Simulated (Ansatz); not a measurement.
C₆H₁₄Se, charge -1, doublet, at the geometry of the source list (a state made from the parent by changing its charge; the spin is typed, not shown lowest) (a gas-phase anion, which may not be bound at this level); Ansatz (a program for electronic structure) with B3LYP/STO-3G.

Input for Ansatz:
Ansatz 0.2 input:
```yaml
crystal:
  periodic: [false, false, false]
  atoms:
    - {symbol: C, position_ang: [1.99890000, 1.06120000, 0.24190000]}
    - {symbol: C, position_ang: [1.50440000, -0.37290000, 0.28330000]}
    - {symbol: C, position_ang: [2.61270000, -1.36210000, -0.03850000]}
    - {symbol: Se, position_ang: [0.01220000, -0.66590000, -1.02620000]}
    - {symbol: C, position_ang: [-1.53940000, -0.00590000, 0.06450000]}
    - {symbol: C, position_ang: [-1.84740000, 1.44750000, -0.24600000]}
    - {symbol: C, position_ang: [-2.73910000, -0.89900000, -0.20260000]}
    - {symbol: H, position_ang: [2.40850000, 1.29020000, -0.74060000]}
    - {symbol: H, position_ang: [2.78170000, 1.20560000, 0.98540000]}
    - {symbol: H, position_ang: [1.19470000, 1.76170000, 0.45420000]}
    - {symbol: H, position_ang: [1.06810000, -0.59890000, 1.26190000]}
    - {symbol: H, position_ang: [2.24880000, -2.38530000, 0.04170000]}
    - {symbol: H, position_ang: [3.44490000, -1.22910000, 0.65260000]}
    - {symbol: H, position_ang: [2.97700000, -1.20510000, -1.05490000]}
    - {symbol: H, position_ang: [-1.21060000, -0.11680000, 1.10310000]}
    - {symbol: H, position_ang: [-1.00000000, 2.09040000, -0.02320000]}
    - {symbol: H, position_ang: [-2.09710000, 1.56160000, -1.29930000]}
    - {symbol: H, position_ang: [-2.69660000, 1.78060000, 0.34820000]}
    - {symbol: H, position_ang: [-2.49560000, -1.94200000, -0.00880000]}
    - {symbol: H, position_ang: [-3.05830000, -0.80560000, -1.23930000]}
    - {symbol: H, position_ang: [-3.56780000, -0.61010000, 0.44260000]}
basis:
  gaussian:
    orbitals: STO-3G
hamiltonian:
  xc: b3lyp
total_charge: -1
magnetization: {spin_polarized: true, initial_magnetization: 1}
```

### Question
Predict the main parts of the log of this Ansatz run.

### Answer

```
Functional definition: B3LYP
811 factors; integrals over basis functions are off by at most 3.0e-5 eV
mean field evaluation 1: about -70989.3011 eV, gradient 1.2e1 eV
mean field evaluation 2: about -70989.8286 eV, gradient 1.1e1 eV
mean field evaluation 4: about -70990.6886 eV, gradient 4.5e-1 eV
mean field evaluation 8: about -70990.6269 eV, gradient 2.2e-2 eV
mean field evaluation 16: about -70990.6269 eV, gradient 3.0e-5 eV
mean field -70990.62692283 eV, -2608.8574202389 hartree, gradient 3.1e-5 eV, S^2 0.753557; 2 other end points of the search recorded, 0 dependent functions left out
reference -70990.62717583 eV, -2608.8574295362 hartree; 43, 42 occupied and 19, 20 virtual orbitals, 811 factors
Total energy: -70990.62717583 eV, -2608.8574295362 hartree
```
